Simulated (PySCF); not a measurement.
C4H12O2Si (SMILES CC[Si](O)(O)CC), singlet, at a GFN2-xTB geometry; CASSCF(6,7)/STO-3G (PySCF).

Here is a job for PySCF.
```python
from pyscf import gto, scf, mcscf
import numpy

mol = gto.Mole()
mol.atom = '''
    C     2.804446   -0.422334   -0.358451
    C     1.430524   -1.009412   -0.667531
    Si    0.007410    0.039795    0.030328
    O     0.055718    1.596970   -0.475990
    O     0.231189   -0.056110    1.650269
    C    -1.719085   -0.540331   -0.513517
    C    -2.844400    0.207754    0.194922
    H     2.918666    0.556230   -0.820995
    H     3.596399   -1.067911   -0.734630
    H     2.932472   -0.311568    0.715019
    H     1.381527   -2.016132   -0.255848
    H     1.322990   -1.110088   -1.747820
    H     0.847696    2.116797   -0.362805
    H    -0.387079    0.356989    2.248060
    H    -1.831938   -0.402841   -1.587635
    H    -1.829159   -1.608340   -0.323875
    H    -2.752811    1.276456    0.020315
    H    -2.809397    0.030612    1.268223
    H    -3.817267   -0.118282   -0.169360
'''
mol.basis = 'sto-3g'
mol.charge = 0
mol.spin = 0
mol.verbose = 4
mol.build()

mf = scf.RHF(mol)
mf.kernel()
mc = mcscf.CASSCF(mf, 7, 6)
mc.fix_spin_(ss=0.0)
mc.kernel()
occ = numpy.linalg.eigvalsh(mc.fcisolver.make_rdm1(mc.ci, mc.ncas, mc.nelecas))[::-1]
ss = mc.fcisolver.spin_square(mc.ci, mc.ncas, mc.nelecas)[0]
print('natural occupations', occ.round(4), ' <S^2>', round(ss, 4))
```

What the program printed (banner, timings and long lists left out):

```
PySCF version 2.14.0

[INPUT] verbose = 4
[INPUT] num. atoms = 19
[INPUT] num. electrons = 66
[INPUT] charge = 0
[INPUT] spin (= nelec alpha-beta = 2S) = 0
[INPUT] symmetry False subgroup None
[INPUT] Mole.unit = angstrom
[INPUT] Symbol           X                Y                Z      unit          X                Y                Z       unit  Magmom
[...]
nuclear repulsion = 413.844316826405
number of shells = 35
number of NR pGTOs = 153
number of NR cGTOs = 51
basis = sto-3g
ecp = {}

******** <class 'pyscf.scf.hf.RHF'> ********
method = RHF
initial guess = minao
damping factor = 0
level_shift factor = 0
DIIS = <class 'pyscf.scf.diis.CDIIS'>
diis_start_cycle = 1
diis_space = 8
diis_damp = 0
SCF conv_tol = 1e-09
SCF conv_tol_grad = None
SCF max_cycles = 50
direct_scf = True
direct_scf_tol = 1e-13
Set gradient conv threshold to 3.16228e-05
Initial guess from minao.
init E= -590.831355977559
[...]
cycle= 1 E= -589.846114808729  delta_E= 0.985  |g|= 0.578  |ddm|= 4.98
[...]
cycle= 2 E= -589.970642460666  delta_E= -0.125  |g|= 0.114  |ddm|= 0.981
[...]
cycle= 3 E= -589.975405431213  delta_E= -0.00476  |g|= 0.0254  |ddm|= 0.188
[...]
cycle= 4 E= -589.975747188099  delta_E= -0.000342  |g|= 0.00434  |ddm|= 0.0581
[...]
cycle= 5 E= -589.97575739707  delta_E= -1.02e-05  |g|= 0.00111  |ddm|= 0.00993
[...]
cycle= 6 E= -589.975758262327  delta_E= -8.65e-07  |g|= 0.000287  |ddm|= 0.00298
[...]
cycle= 7 E= -589.975758329279  delta_E= -6.7e-08  |g|= 4.83e-05  |ddm|= 0.000984
[...]
cycle= 8 E= -589.975758331131  delta_E= -1.85e-09  |g|= 9.44e-06  |ddm|= 0.000161
[...]
cycle= 9 E= -589.975758331197  delta_E= -6.62e-11  |g|= 2.21e-06  |ddm|= 2.83e-05
[...]
Extra cycle  E= -589.975758331197  delta_E= -4.55e-13  |g|= 8.61e-07  |ddm|= 4.62e-06
converged SCF energy = -589.975758331197

******** <class 'pyscf.mcscf.mc1step.CASSCF'> ********
CAS (3e+3e, 7o), ncore = 30, nvir = 14
max_cycle_macro = 50
max_cycle_micro = 4
conv_tol = 1e-07
conv_tol_grad = None
orbital rotation max_stepsize = 0.02
orbital rotation threshold for CI restart = 0.01
augmented hessian ah_max_cycle = 30
augmented hessian ah_conv_tol = 1e-12
augmented hessian ah_linear dependence = 1e-14
augmented hessian ah_level shift = 1e-08
augmented hessian ah_start_tol = 2.5
augmented hessian ah_start_cycle = 3
augmented hessian ah_grad_trust_region = 3
kf_trust_region = 3
kf_interval = 4
ci_response_space = 4
ci_grad_trust_region = 3
with_dep4 0
natorb = False
canonicalization = True
sorting_mo_energy = False
ao2mo_level = 2
internal_rotation = False
******** <class 'pyscf.fci.addons.SpinPenaltyFCISolver'> ********
max. cycles = 50
conv_tol = 1e-08
davidson only = True
linear dependence = 1e-12
level shift = 0.001
max iter space = 12
nroots = 1
pspace_size = 400
spin = None
CASCI E = -589.986774090226  S^2 = 0.0000000
Set conv_tol_grad to 0.000316228
macro iter   1 ( 21 JK    4 micro), CASSCF E = -589.997773093312  dE = -1.09990031e-02  S^2 = 0.0000000
               |grad[o]|=0.0219  |grad[c]|=0.0411  |ddm|=0.0543  |maxRot[o]|=0.256
macro iter   2 ( 21 JK    4 micro), CASSCF E = -590.000818267562  dE = -3.04517425e-03  S^2 = 0.0000000
               |grad[o]|=0.0159  |grad[c]|=0.0283  |ddm|=0.0312  |maxRot[o]|=0.0975
macro iter   3 ( 21 JK    4 micro), CASSCF E = -590.002820305924  dE = -2.00203836e-03  S^2 = 0.0000000
               |grad[o]|=0.0132  |grad[c]|=0.0183  |ddm|=0.0203  |maxRot[o]|=0.0759
macro iter   4 ( 21 JK    4 micro), CASSCF E = -590.004145939859  dE = -1.32563393e-03  S^2 = 0.0000000
               |grad[o]|=0.0119  |grad[c]|=0.0231  |ddm|=0.0201  |maxRot[o]|=0.0474
macro iter   5 ( 21 JK    4 micro), CASSCF E = -590.005174080942  dE = -1.02814108e-03  S^2 = 0.0000000
               |grad[o]|=0.0114  |grad[c]|=0.0235  |ddm|=0.0162  |maxRot[o]|=0.0528
macro iter   6 ( 21 JK    4 micro), CASSCF E = -590.005811029347  dE = -6.36948405e-04  S^2 = 0.0000000
               |grad[o]|=0.0111  |grad[c]|=0.0216  |ddm|=0.0116  |maxRot[o]|=0.0579
macro iter   7 ( 21 JK    4 micro), CASSCF E = -590.006427451104  dE = -6.16421757e-04  S^2 = 0.0000000
               |grad[o]|=0.0109  |grad[c]|=0.019  |ddm|=0.00882  |maxRot[o]|=0.0611
macro iter   8 ( 21 JK    4 micro), CASSCF E = -590.006875126229  dE = -4.47675125e-04  S^2 = 0.0000000
               |grad[o]|=0.0104  |grad[c]|=0.0165  |ddm|=0.00829  |maxRot[o]|=0.057
macro iter   9 ( 21 JK    4 micro), CASSCF E = -590.007241020690  dE = -3.65894462e-04  S^2 = 0.0000000
               |grad[o]|=0.00974  |grad[c]|=0.0153  |ddm|=0.00817  |maxRot[o]|=0.0501
macro iter  10 ( 21 JK    4 micro), CASSCF E = -590.007536278525  dE = -2.95257835e-04  S^2 = 0.0000000
               |grad[o]|=0.00895  |grad[c]|=0.0149  |ddm|=0.00844  |maxRot[o]|=0.0421
macro iter  11 ( 21 JK    4 micro), CASSCF E = -590.007770895696  dE = -2.34617170e-04  S^2 = 0.0000000
               |grad[o]|=0.00827  |grad[c]|=0.0148  |ddm|=0.00869  |maxRot[o]|=0.0346
macro iter  12 ( 21 JK    4 micro), CASSCF E = -590.007918011788  dE = -1.47116092e-04  S^2 = 0.0000000
               |grad[o]|=0.00773  |grad[c]|=0.0148  |ddm|=0.00888  |maxRot[o]|=0.0294
macro iter  13 ( 21 JK    4 micro), CASSCF E = -590.005777463286  dE =  2.14054850e-03  S^2 = 0.0000000
               |grad[o]|=0.00736  |grad[c]|=0.0211  |ddm|=0.0212  |maxRot[o]|=  0.1
macro iter  14 ( 21 JK    4 micro), CASSCF E = -590.007236431074  dE = -1.45896779e-03  S^2 = 0.0000000
               |grad[o]|=0.00914  |grad[c]|=0.00985  |ddm|=0.00796  |maxRot[o]|=0.0539
macro iter  15 ( 21 JK    4 micro), CASSCF E = -590.007446561819  dE = -2.10130745e-04  S^2 = 0.0000000
               |grad[o]|=0.00758  |grad[c]|=0.00922  |ddm|=0.00646  |maxRot[o]|=0.0132
macro iter  16 ( 21 JK    4 micro), CASSCF E = -590.008860498854  dE = -1.41393703e-03  S^2 = 0.0000000
               |grad[o]|=0.00723  |grad[c]|=0.0126  |ddm|=0.00322  |maxRot[o]|=0.0959
macro iter  17 (  7 JK    2 micro), CASSCF E = -590.009778536150  dE = -9.18037296e-04  S^2 = 0.0000000
[...]
               |grad[o]|=0.00321  |grad[c]|=0.0244  |ddm|=0.0241  |maxRot[o]|=0.121
macro iter  22 ( 21 JK    4 micro), CASSCF E = -590.012205792324  dE = -5.29841859e-04  S^2 = 0.0000000
               |grad[o]|=0.00665  |grad[c]|=0.00467  |ddm|=0.00311  |maxRot[o]|=0.036
macro iter  23 ( 17 JK    4 micro), CASSCF E = -590.013095919545  dE = -8.90127221e-04  S^2 = 0.0000000
               |grad[o]|=0.00528  |grad[c]|=0.00942  |ddm|=0.00542  |maxRot[o]|=0.0442
macro iter  24 (  7 JK    2 micro), CASSCF E = -590.013762958445  dE = -6.67038899e-04  S^2 = 0.0000000
               |grad[o]|=0.00386  |grad[c]|=0.00664  |ddm|=0.00566  |maxRot[o]|=0.0516
macro iter  25 ( 18 JK    4 micro), CASSCF E = -590.013751466580  dE =  1.14918647e-05  S^2 = 0.0000000
               |grad[o]|=0.00255  |grad[c]|=0.014  |ddm|=0.00263  |maxRot[o]|=0.0574
macro iter  26 ( 21 JK    4 micro), CASSCF E = -590.014139122867  dE = -3.87656287e-04  S^2 = 0.0000000
               |grad[o]|=0.00338  |grad[c]|=0.00564  |ddm|=0.00255  |maxRot[o]|=0.038
macro iter  27 ( 21 JK    4 micro), CASSCF E = -590.014529950173  dE = -3.90827306e-04  S^2 = 0.0000000
               |grad[o]|=0.00295  |grad[c]|=0.00892  |ddm|=0.00222  |maxRot[o]|=0.0421
macro iter  28 (  7 JK    2 micro), CASSCF E = -590.014927542833  dE = -3.97592661e-04  S^2 = 0.0000000
               |grad[o]|=0.00246  |grad[c]|=0.00208  |ddm|=0.00416  |maxRot[o]|=0.0498
macro iter  29 (  7 JK    2 micro), CASSCF E = -590.015329056969  dE = -4.01514136e-04  S^2 = 0.0000000
               |grad[o]|=0.00264  |grad[c]|=0.00265  |ddm|=0.00564  |maxRot[o]|=0.059
macro iter  30 ( 19 JK    4 micro), CASSCF E = -590.014557393994  dE =  7.71662975e-04  S^2 = 0.0000000
               |grad[o]|=0.00237  |grad[c]|=0.00551  |ddm|=0.00132  |maxRot[o]|=0.097
macro iter  31 ( 16 JK    4 micro), CASSCF E = -590.015008608027  dE = -4.51214033e-04  S^2 = 0.0000000
               |grad[o]|=0.00402  |grad[c]|=0.00391  |ddm|=0.00306  |maxRot[o]|=0.0377
macro iter  32 (  7 JK    2 micro), CASSCF E = -590.015380623923  dE = -3.72015896e-04  S^2 = 0.0000000
               |grad[o]|=0.00283  |grad[c]|=0.00133  |ddm|=0.00445  |maxRot[o]|=0.0367
macro iter  33 (  6 JK    2 micro), CASSCF E = -590.015592755281  dE = -2.12131358e-04  S^2 = 0.0000000
               |grad[o]|=0.0021  |grad[c]|=0.00159  |ddm|=0.00378  |maxRot[o]|=0.0362
macro iter  34 ( 15 JK    4 micro), CASSCF E = -590.014613085416  dE =  9.79669865e-04  S^2 = 0.0000000
               |grad[o]|=0.00144  |grad[c]|= 0.02  |ddm|=0.0211  |maxRot[o]|=0.0999
macro iter  35 ( 10 JK    3 micro), CASSCF E = -590.014978732426  dE = -3.65647010e-04  S^2 = 0.0000000
               |grad[o]|=0.0042  |grad[c]|=0.00082  |ddm|=0.00219  |maxRot[o]|=0.028
macro iter  36 (  7 JK    2 micro), CASSCF E = -590.015333102942  dE = -3.54370516e-04  S^2 = 0.0000000
               |grad[o]|=0.00294  |grad[c]|=0.00117  |ddm|=0.00357  |maxRot[o]|=0.0354
macro iter  37 (  6 JK    2 micro), CASSCF E = -590.015567622463  dE = -2.34519521e-04  S^2 = 0.0000000
               |grad[o]|=0.00209  |grad[c]|=0.0015  |ddm|=0.00371  |maxRot[o]|=0.0355
macro iter  38 ( 15 JK    4 micro), CASSCF E = -590.014569121752  dE =  9.98500710e-04  S^2 = 0.0000000
               |grad[o]|=0.00145  |grad[c]|=0.0197  |ddm|=0.0207  |maxRot[o]|=0.097
macro iter  39 ( 11 JK    3 micro), CASSCF E = -590.015003892807  dE = -4.34771054e-04  S^2 = 0.0000000
               |grad[o]|=0.00427  |grad[c]|=0.00102  |ddm|=0.00285  |maxRot[o]|=0.0323
macro iter  40 (  7 JK    2 micro), CASSCF E = -590.015346332005  dE = -3.42439199e-04  S^2 = 0.0000000
               |grad[o]|=0.00284  |grad[c]|=0.00113  |ddm|=0.00354  |maxRot[o]|=0.0352
macro iter  41 (  6 JK    2 micro), CASSCF E = -590.015573384080  dE = -2.27052075e-04  S^2 = 0.0000000
               |grad[o]|=0.00211  |grad[c]|=0.00151  |ddm|=0.00367  |maxRot[o]|=0.0354
macro iter  42 ( 15 JK    4 micro), CASSCF E = -590.014588838127  dE =  9.84545954e-04  S^2 = 0.0000000
               |grad[o]|=0.00148  |grad[c]|=0.0197  |ddm|=0.0204  |maxRot[o]|=0.0974
macro iter  43 ( 11 JK    3 micro), CASSCF E = -590.015021299285  dE = -4.32461158e-04  S^2 = 0.0000000
               |grad[o]|=0.0042  |grad[c]|=0.00102  |ddm|=0.0029  |maxRot[o]|=0.0325
macro iter  44 (  7 JK    2 micro), CASSCF E = -590.015357762356  dE = -3.36463072e-04  S^2 = 0.0000000
               |grad[o]|=0.00281  |grad[c]|=0.0011  |ddm|=0.00349  |maxRot[o]|=0.0352
macro iter  45 (  6 JK    2 micro), CASSCF E = -590.015580679721  dE = -2.22917365e-04  S^2 = 0.0000000
               |grad[o]|=0.00209  |grad[c]|=0.00151  |ddm|=0.00365  |maxRot[o]|=0.0354
macro iter  46 ( 15 JK    4 micro), CASSCF E = -590.014609371156  dE =  9.71308565e-04  S^2 = 0.0000000
               |grad[o]|=0.00145  |grad[c]|=0.0196  |ddm|=0.0203  |maxRot[o]|=0.0978
macro iter  47 ( 11 JK    3 micro), CASSCF E = -590.015037594358  dE = -4.28223202e-04  S^2 = 0.0000000
               |grad[o]|=0.00417  |grad[c]|=0.00102  |ddm|=0.00289  |maxRot[o]|=0.0327
macro iter  48 (  7 JK    2 micro), CASSCF E = -590.015368751786  dE = -3.31157428e-04  S^2 = 0.0000000
               |grad[o]|=0.00278  |grad[c]|=0.00108  |ddm|=0.00345  |maxRot[o]|=0.0352
macro iter  49 (  6 JK    2 micro), CASSCF E = -590.015587547867  dE = -2.18796080e-04  S^2 = 0.0000000
               |grad[o]|=0.00206  |grad[c]|=0.00151  |ddm|=0.00364  |maxRot[o]|=0.0354
macro iter  50 ( 15 JK    4 micro), CASSCF E = -590.014628903243  dE =  9.58644623e-04  S^2 = 0.0000000
               |grad[o]|=0.00141  |grad[c]|=0.0196  |ddm|=0.0201  |maxRot[o]|=0.0982
1-step CASSCF not converged,  50 macro (716 JK 162 micro) steps
CASSCF canonicalization
Density matrix diagonal elements [1.98468206 1.97993182 1.97752367 0.02517117 0.00681762 0.01025813
 0.01561554]
CASSCF energy = -590.014628903243
CASCI E = -590.014628903243  E(CI) = -7.75409039817725  S^2 = 0.0000000
natural occupations [1.9857 1.9794 1.9771 0.0258 0.016  0.0134 0.0026]  <S^2> 0.0
```

Convergence was not reached.
